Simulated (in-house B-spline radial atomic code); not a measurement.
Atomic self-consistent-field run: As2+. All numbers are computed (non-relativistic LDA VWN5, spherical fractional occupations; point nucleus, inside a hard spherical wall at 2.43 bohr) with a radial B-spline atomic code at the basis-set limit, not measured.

Command:
```bash
python run_scf.py task.json out
```
Settings:
```
Z                33
configuration    [Ar] 3d10 4s2 4p1
hamiltonian      nr
method           lda,vwn
spin_polarised   False
wall_radius      2.43
```

Output (hartree, bohr):
```
 radial grid: 40 intervals, B-splines of order 8, outer radius 2.43 bohr

 iter        energy (Eh)    residual
    1       -2229.112317    3.32e-01
    2       -2229.349847    1.35e-01
    3       -2229.742860    1.77e-02
    4       -2229.749634    9.70e-03
    5       -2229.749800    2.93e-03
    6       -2229.749912    1.98e-03
    7       -2229.749999    1.85e-05
    8       -2229.749999    5.87e-07
    9       -2229.749999    1.67e-09

 total energy                     -2229.75000
 kinetic                            2236.9820
 electron-nucleus                  -5337.1864
 Hartree                             950.1671
 exchange-correlation                -79.7127

 orbital      occ     eigenvalue          <r>       <r^2>       <1/r>     <1/r^3>       r_max
 1s         2.000      -423.5781    0.0464411  0.00288856     32.4578           -     0.03066
 2s         2.000       -53.3715     0.207066   0.0504853     7.14875           -       0.174
 2p         6.000       -47.8018     0.178997   0.0391815     7.13025     1038.73      0.1379
 3s         2.000        -7.0532     0.612342    0.432453     2.31869           -      0.5322
 3p         6.000        -5.1766      0.62543    0.460077     2.20017     142.049      0.5258
 3d        10.000        -1.8719     0.673955    0.565419     1.90738     16.8251       0.476
 4s         2.000        -0.4836      1.40189     2.14535    0.946474           -       1.434
 4p         1.000         0.1022      1.42877     2.23748    0.933244     32.3638       1.499
```

Cost of the run: 0.04 s on 1 thread of Arm Neoverse V1, with other jobs on the host.
